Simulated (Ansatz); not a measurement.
C$_{6}$H$_{14}$O$_{2}$Zn, SMILES `CC(C)[O][Zn][O]C(C)C`. Total charge 0; spin multiplicity 1. All single points use the PBE0-D4/def2-TZVP geometry. It is one conformer, not always the lowest.

```xyz
23

C     2.508   -0.810   -0.189
C     2.282   -0.022   -1.467
C     2.659    1.439   -1.295
O     0.964   -0.161   -1.931
Zn   -0.436    0.378   -0.988
O    -1.913    0.985   -0.221
C    -2.578    0.280    0.796
C    -3.105   -1.053    0.294
C    -1.696    0.106    2.019
H     2.211   -1.852   -0.328
H     1.910   -0.386    0.628
H     3.556   -0.785    0.122
H     2.924   -0.450   -2.251
H     2.474    1.991   -2.219
H     3.712    1.556   -1.025
H     2.059    1.894   -0.496
H    -3.439    0.902    1.081
H    -3.721   -0.908   -0.595
H    -3.703   -1.562    1.054
H    -2.270   -1.716    0.030
H    -0.843   -0.543    1.783
H    -1.311    1.072    2.351
H    -2.240   -0.354    2.849
```

Task: What is the dipole moment at ωB97M-V/def2-TZVPP? (Estimate.)

Result: The calculation gave: 1.56 D, with components (0.59, -0.51, 1.34) D in this frame, pointing from negative to positive charge.

Task: And with PBE, r2SCAN, B3LYP? (Estimate.)

Result: The calculation gave: PBE 1.45 D, r2SCAN 1.49 D, B3LYP 1.54 D.

Task: Give the Mulliken charges with ωB97M-V, PBE, r2SCAN in def2-TZVPP. (Estimate.)

Result: Ansatz gave: 
```tsv
atom	ωB97M-V	PBE	r2SCAN
C1	-0.31	-0.26	-0.17
C2	0.18	0.27	0.38
C3	-0.31	-0.26	-0.17
O4	-0.49	-0.41	-0.51
Zn5	0.54	0.34	0.47
O6	-0.49	-0.41	-0.51
C7	0.18	0.27	0.38
C8	-0.31	-0.26	-0.17
C9	-0.32	-0.26	-0.17
H10	0.12	0.09	0.06
H11	0.07	0.06	0.02
H12	0.10	0.07	0.04
H13	0.07	0.04	0.00
H14	0.12	0.09	0.06
H15	0.10	0.07	0.04
H16	0.08	0.06	0.02
H17	0.07	0.04	0.00
H18	0.12	0.09	0.06
H19	0.10	0.07	0.04
H20	0.08	0.06	0.02
H21	0.07	0.06	0.02
H22	0.12	0.09	0.06
H23	0.10	0.07	0.04
```

B3LYP here is the variant with VWN-RPA as its local correlation; programs differ in this.
